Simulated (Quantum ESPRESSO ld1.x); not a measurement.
Task: The praseodymium ion Pr45+, configuration [Ne] 3s2 3p2 (the NIST ground configuration). Calculated with ld1.x of Quantum ESPRESSO 7.5: Dirac Kohn-Sham, relativistic LDA (MacDonald-Vosko exchange, VWN5 correlation), spin-unpolarised, spherical densities, point nucleus; open shells are shared between the two j in proportion to 2j + 1.

Spin-orbit splittings of the eigenvalues, e(l+1/2) - e(l-1/2), with zeta = 2 splitting/(2l+1) and mean radii in bohr:

| shell | occ. | splitting (eV) | zeta (eV) | <r> j=l-1/2 | <r> j=l+1/2 |
|---|---|---|---|---|---|
| 2p | 6 | ? | ? | 0.08494 | 0.09095 |
| 3p | 2 | 126.6 | 84.41 | 0.2322 | 0.2412 |

Estimate the 2p splitting.

Result: 491.5 eV (zeta = 327.7 eV).
